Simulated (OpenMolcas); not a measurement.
## Computed transition rates of Cu⁵⁺

```
Program             : OpenMolcas
Method              : CASSCF
Basis               : ANO-RCC-VQZP [7s6p4d3f2g1h]
Scalar Hamiltonian  : DKH2, point nucleus
Active space        : 6 electrons in 5 orbitals (3d)
State averaging     : 2S+1 = 5 even, 5 roots; 2S+1 = 3 even, 45 roots (30 in the spin-orbit step); 2S+1 = 1 even, 50 roots (13 in the spin-orbit step)
Spin-orbit coupling : RASSI with atomic mean-field integrals over the reference wave functions, term energies averaged over their components
```

Rates come from the transition moments of the reference wave functions (E1 and E2 in the length form). At fixed line strength A goes as λ^-3 for E1 and M1 and as λ^-5 for E2, so a rate at the computed wavelength can be rescaled to the measured one. Measured vacuum wavelengths follow from level energies in Sugar and Musgrove, J. Phys. Chem. Ref. Data 19, 527 (1990). Branching counts decays inside the model space alone, at computed energies, and the table is only a selection of the E2 and M1 lines, drawn from those between levels with measured partners whose computed energy lies within a factor of 1.5 of the measured one.

| Upper | Lower | Type | λ computed (nm) | λ measured (nm) | A computed (s-1) | A rescaled (s-1) | Branching % |
| --- | --- | --- | --- | --- | --- | --- | --- |
| 3d6 3P0 | 3d6 5D1 | M1 | 261.5 | 318.7 | 8.63e+00 |  | 97.4 |
| 3d6 3P1 | 3d6 5D2 | M1 | 269.4 | 325.8 | 6.57e+00 |  | 78.0 |
| 3d6 3F4 | 3d6 5D4 | M1 | 265 | 305.3 | 4.90e+00 |  | 84.7 |
| 3d6 3P2 | 3d6 5D3 | M1 | 288.4 | 356 | 4.89e+00 |  | 91.9 |
| 3d6 3F3 | 3d6 5D3 | M1 | 270 | 311.5 | 2.72e+00 |  | 66.9 |
| 3d6 3F2 | 3d6 5D2 | M1 | 271.1 | 314.9 | 1.14e+00 |  | 57.5 |
| 3d6 3P1 | 3d6 5D0 | M1 | 274.7 | 333.9 | 1.10e+00 |  | 13.0 |
| 3d6 3F3 | 3d6 5D2 | M1 | 275.7 | 319.4 | 9.19e-01 |  | 22.6 |
| 3d6 3F4 | 3d6 5D3 | M1 | 273.3 | 316.9 | 8.50e-01 |  | 14.7 |
| 3d6 3P1 | 3d6 3P2 | M1 | 3110 | 2941 | 7.54e-01 | 8.92e-01 | 9.0 |
| 3d6 3F2 | 3d6 5D1 | M1 | 274.6 | 320 | 5.62e-01 |  | 28.2 |
| 3d6 3P2 | 3d6 5D1 | M1 | 299.2 | 373.2 | 4.29e-01 |  | 8.1 |
| 3d6 3F3 | 3d6 5D4 | M1 | 261.9 | 300.3 | 4.11e-01 |  | 10.1 |
| 3d6 3F2 | 3d6 5D3 | M1 | 265.5 | 307.3 | 2.77e-01 |  | 13.9 |
| 3d6 3P0 | 3d6 3P1 | M1 | 6203 | 8454 | 2.28e-01 | 9.01e-02 | 2.6 |
| 3d6 5D3 | 3d6 5D4 | M1 | 8750 | 8363 | 5.20e-02 | 5.96e-02 | 100.0 |
| 3d6 5D2 | 3d6 5D3 | M1 | 12960 | 12640 | 2.98e-02 | 3.21e-02 | 100.0 |
| 3d6 3H4 | 3d6 5D4 | M1 | 294.1 | 319.6 | 1.44e-02 |  | 64.2 |
| 3d6 5D1 | 3d6 5D2 | M1 | 20710 | 19890 | 1.06e-02 | 1.20e-02 | 100.0 |
| 3d6 3H5 | 3d6 3H6 | M1 | 18760 | 16900 | 3.92e-03 | 5.36e-03 | 95.8 |
| 3d6 3H4 | 3d6 5D3 | M1 | 304.4 | 332.3 | 2.13e-03 |  | 9.5 |
| 3d6 5D0 | 3d6 5D1 | M1 | 42910 | 41020 | 2.05e-03 | 2.35e-03 | 100.0 |
| 3d6 3H6 | 3d6 5D4 | E2 | 303.9 | 328.8 | 1.22e-04 |  | 100.0 |
| 3d6 3H5 | 3d6 5D4 | M1 | 299.1 | 322.5 | 9.69e-05 |  | 2.4 |
| 3d6 3H5 | 3d6 5D4 | E2 | 299.1 | 322.5 | 4.44e-05 |  | 1.1 |

Spin-changing lines and M1 lines between different terms are not rescaled, since their strength hangs on the term gaps too.

The largest correction is for 3d6 3P0 → 3d6 3P1 (M1): 2.28e-01 × (6203 / 8454)^3 = 9.01e-02 s-1, a factor of 0.40.

The computed order of these levels differs from the measured one in 2 places, and where term gaps are wrong the rates of spin-changing lines can be off by large factors.

These are rates of the free ion; in crystals, glasses and complexes forced electric-dipole and non-radiative decay shorten such lifetimes by orders of magnitude. No measured rate stands beside these. Rescaling mends the energy factor alone: line strengths can still be far off where a level mixes with configurations outside the active space, and weak or spin-changing lines hang on small mixing coefficients that depend on the term gaps too, so rescaling need not improve them.

Some high roots are left out of the spin-orbit mixing, which shifts the levels that they would mix with. Without dynamic correlation excited terms often stand tens of per cent too high (terms of higher spin than the ground term too low), and those without a measured partner can miss by more than the paired ones. Computed and measured levels are paired by configuration, term and J; levels that our copy of the source lacks, or whose pairing is in doubt (as where it misses far off the trend of its configuration), stay unpaired. Levels of configurations outside the active space are missing.
